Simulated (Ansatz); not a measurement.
Two structures of BSi$_{4}$H$_{11}$Cl$_{2}$O$_{2}$, singlet, reached by relaxing down either side of one saddle point (PBE0-D4/def2-TZVP). Energies are electronic, without zero-point energy. Ansatz 0.2.0; basis: def2-TZVPP and def2-QZVPP; cores frozen in the correlated methods. Extrapolation: Hartree–Fock as exp(−7.88 √X), correlation as X^−2.97. First:

```tsv
atom	x (Å)	y (Å)	z (Å)
B1	-1.1469	-1.5001	-1.2402
Cl2	-0.0498	-2.8645	-0.6740
Cl3	-2.0647	-1.8691	-2.7709
O4	-0.6724	-0.2306	-1.1378
Si5	0.3833	0.5042	-0.0795
Si6	0.5125	2.7516	-0.7172
Si7	-0.4278	0.3768	2.1190
Si8	2.5355	-0.4356	-0.1438
H9	-2.3314	-2.5022	0.3566
O10	-2.4067	-1.6232	-0.0417
H11	-0.8362	3.3804	-0.7274
H12	1.3665	3.4684	0.2694
H13	1.1192	2.8942	-2.0680
H14	-0.5846	-1.0400	2.5518
H15	0.5454	1.0403	3.0300
H16	-1.7466	1.0545	2.2594
H17	3.4951	0.6269	0.2728
H18	2.8728	-0.8638	-1.5270
H19	2.6860	-1.5857	0.7849
H20	-3.2492	-1.5825	-0.5167
```

Second:

```
atom    x (Å)    y (Å)    z (Å)
  B1  -1.7534  -0.8409  -1.4374
 Cl2   0.2685  -3.5128   0.6549
 Cl3  -2.7034  -0.8932  -2.9305
  O4  -0.7100  -0.0195  -1.3394
 Si5   0.3032   0.5481  -0.1193
 Si6   0.6236   2.8281  -0.5452
 Si7  -0.6757   0.3418   2.0025
 Si8   2.3853  -0.5442  -0.2657
  H9  -0.7444  -2.7754   0.3306
 O10  -2.1125  -1.6572  -0.3956
 H11  -0.6535   3.5854  -0.4448
 H12   1.5768   3.3518   0.4714
 H13   1.2030   3.0301  -1.9003
 H14  -0.7554  -1.0579   2.4896
 H15   0.1793   1.1306   2.9329
 H16  -2.0394   0.9387   1.9906
 H17   3.4167   0.4472  -0.6811
 H18   2.3137  -1.6195  -1.2875
 H19   2.7826  -1.1103   1.0489
 H20  -2.9050  -2.1710  -0.5749
```

Task: Which bonds change from the first to the second?

Result: BSi₄H₉Cl₂O ([SiH3][Si]([SiH3])([SiH3])[O][B]([Cl])[Cl]) + H₂O → BSi₄H₁₀ClO₂ ([OH][B]([Cl])[O][Si]([SiH3])([SiH3])[SiH3]) + HCl; bonds formed: Cl2–H9; dative contacts that become bonds: B1–O10; bonds broken: B1–Cl2, H9–O10.

Task: Give the saddle point's structure and its height above each. (To be estimated.)

Result: Computed: 15.29 kcal/mol above the first and 25.34 kcal/mol above the second (CCSD(T) at an estimated basis limit (MP2 extrapolated from triple and quadruple zeta, plus CCSD(T) − MP2 in triple zeta)).
B1  (-1.460, -1.222, -1.293)
Cl2  (-0.083, -2.974, -0.511)
Cl3  (-2.196, -1.715, -2.821)
O4  (-0.715, -0.129, -1.189)
Si5  (0.340, 0.540, -0.064)
Si6  (0.572, 2.786, -0.679)
Si7  (-0.527, 0.420, 2.112)
Si8  (2.432, -0.524, -0.150)
H9  (-1.492, -2.415, 0.133)
O10  (-2.272, -1.627, -0.080)
H11  (-0.747, 3.474, -0.695)
H12  (1.450, 3.450, 0.323)
H13  (1.196, 2.906, -2.023)
H14  (-0.661, -0.989, 2.571)
H15  (0.429, 1.127, 3.009)
H16  (-1.856, 1.086, 2.209)
H17  (3.457, 0.524, 0.122)
H18  (2.665, -1.079, -1.508)
H19  (2.567, -1.586, 0.877)
H20  (-3.099, -2.053, -0.344)
(Å)

The T1 diagnostic stays at or below 0.014.

The step is the kind of ligand exchange by which a precursor binds to a hydroxyl group, or is hydrolysed, in atomic layer deposition of oxides. Here a small cluster stands in for the surface site.

Labels in which every atom is bracketed show which atoms are joined, not bond orders.

For scale, one of the runs: CCSD(T)/def2-TZVPP, 499 basis functions, launched by `ansatz run in.yaml --threads 4 --pin off --events-out ev --progress --plain --max-ram 66560MiB --backend cuda --devices 0, --max-vram 37GiB`. Hardware: 4 CPU threads of an AMD EPYC 7R13 and a share of one NVIDIA H100, shared host. Wall time 72 s; peak host memory 1.2 GiB.
